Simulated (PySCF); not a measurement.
Computed with PySCF with B3LYP-D3(BJ)/def2-TZVP // BP86-D3(BJ)/def2-SVP. Isolated molecules, 0 K electronic values unless said otherwise. One relaxed conformer stands for a flexible species; it need not be the lowest. B3LYP has the VWN-RPA correlation part, as in Gaussian. 

Reference species: [Sc(Br)3] (neutral, multiplicity 1).

The HOMO–LUMO gap comes out as 4.62 eV, the coordination number is 3 and the HOMO is -8.30 eV.

Changed species: [Sc(NH2)3] (0 of 3 NH2 replaced by Br; the reference has 3 of 3 NH2 replaced by Br).

**Question.** Give the shifts of the HOMO–LUMO gap, coordination number and HOMO.

**Answer.** the HOMO–LUMO gap increases by 0.39 eV, to 5.01 eV; the coordination number stays essentially unchanged; the HOMO goes up by 1.97 eV, to -6.33 eV.
